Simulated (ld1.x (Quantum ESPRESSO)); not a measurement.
**N (Z = 7) PAW: all-electron and pseudo phase curves**

ld1.x (Quantum ESPRESSO) 7.5 input, shortened:

```
&input
   title='N', zed=7., rel=1, dft='PBESOL', iswitch=3,
   config='[He] 2s2 2p3 3d-2'
 /
 &inputp
   pseudotype=3, lpaw=.true., tm=.true., lloc=-1, rcloc=1.95,
   nlcc=.true., new_core_ps=.true., rcore=0.90,
   which_augfun='PSQ', rmatch_augfun_nc=.true.
 /
5
2S  1  0   2.00   0.00  0.85  1.05  0.0
2S  1  0   0.00  -0.36  0.85  1.05  0.0
2P  2  1   3.00   0.00  1.85  2.20  0.0
2P  2  1   0.00   2.85  1.85  2.20  0.0
3D  3  2  -2.00  -0.15  1.55  1.85  0.0
 &test
   configts(1)='2s2 2p3'
 /
```

The phase is arctan(r·u′/u) with u = r·R(r), unwrapped; energies in Ry, scanned from -3 to 5 Ry. A pole is an energy at which the radial function vanishes at the test radius. The pseudo phase is shifted by a multiple of π to meet the all-electron one at the reference energy, and phase errors are pseudo minus all-electron; the curves can meet again beyond the range given. Levels narrower than the energy grid can be missing from the lists of poles.

```json
{"channel": "s", "radius (bohr)": "2.39", "reference energy (Ry)": "-1.36", "poles, all-electron": "-1.05", "poles, pseudo": "-1.05", "unbroken range about the reference energy with phases within 0.05 rad": "the whole range", "phase error 1 Ry above the reference energy (rad)": "+0.000"}
{"channel": "p", "radius (bohr)": "2.39", "reference energy (Ry)": "-0.52", "poles, all-electron": "-0.14", "poles, pseudo": "-0.12", "unbroken range about the reference energy with phases within 0.05 rad": "below 1.7", "phase error 1 Ry above the reference energy (rad)": "+0.020"}
{"channel": "d", "radius (bohr)": "2.39", "reference energy (Ry)": "-0.15", "poles, all-electron": "3.77", "poles, pseudo": "3.83", "unbroken range about the reference energy with phases within 0.05 rad": "the whole range", "phase error 1 Ry above the reference energy (rad)": "+0.000"}
```

Phases in the p channel:

| E (Ry) | all-electron | pseudo |
| --- | --- | --- |
| -3.00 | 1.317 | 1.327 |
| -2.52 | 1.288 | 1.300 |
| -2.04 | 1.245 | 1.260 |
| -1.56 | 1.169 | 1.186 |
| -1.08 | 0.961 | 0.984 |
| -0.60 | -0.601 | -0.597 |
| -0.12 | -1.582 | -1.572 |
| 0.36 | -1.771 | -1.752 |
| 0.84 | -1.907 | -1.881 |
| 1.32 | -2.094 | -2.057 |
| 1.80 | -2.497 | -2.442 |
| 2.28 | -3.415 | -3.383 |
| 2.76 | -4.124 | -4.124 |
| 3.24 | -4.399 | -4.396 |
| 3.72 | -4.530 | -4.521 |
| 4.20 | -4.608 | -4.592 |
| 4.68 | -4.662 | -4.639 |
